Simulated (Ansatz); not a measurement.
One change: `[Cl][Ga]([Cl])[Cl]` becomes `C[NH][Ga]([Cl])[Cl]`.

Ansatz, PBE0-D4/def2-TZVP geometries, multiplicity 1. Each molecule was computed in one conformer, which needn't be the lowest.

Scalar relativity is left out up to krypton.

```tsv
property	`[Cl][Ga]([Cl])[Cl]`
HOMO energy (B3LYP/def2-TZVPP) / eV	-9.15
LUMO energy (PBE0/def2-TZVPP) / eV	-1.94
size of the dipole moment (PBE/def2-TZVPP) / D	0.00
HOMO energy (PBE/def2-TZVPP) / eV	-8.01
HOMO energy (ωB97M-V/def2-TZVPP) / eV	-11.73
HOMO energy (PBE0/def2-TZVPP) / eV	-9.46
```

Q: Give the same properties after the change, and the shifts. (An estimate is asked.)

A: Computed: 
```csv
property,`C[NH][Ga]([Cl])[Cl]`,shift
HOMO energy (B3LYP/def2-TZVPP) / eV,-7.10,2.05
LUMO energy (PBE0/def2-TZVPP) / eV,-0.95,0.99
size of the dipole moment (PBE/def2-TZVPP) / D,2.76,2.76
HOMO energy (PBE/def2-TZVPP) / eV,-6.00,2.01
HOMO energy (ωB97M-V/def2-TZVPP) / eV,-9.64,2.09
HOMO energy (PBE0/def2-TZVPP) / eV,-7.32,2.14
```

With PBE0 the HOMO rises by 2.14 eV and the LUMO rises by 0.99 eV, so the gap narrows by about 1.15 eV. PBE moves the HOMO by 2.01 eV and ωB97M-V by 2.09 eV. The zero-point energy changes by 139.1 kJ/mol with +15 modes.

B3LYP here is the variant with VWN-RPA as its local correlation; programs differ in this.
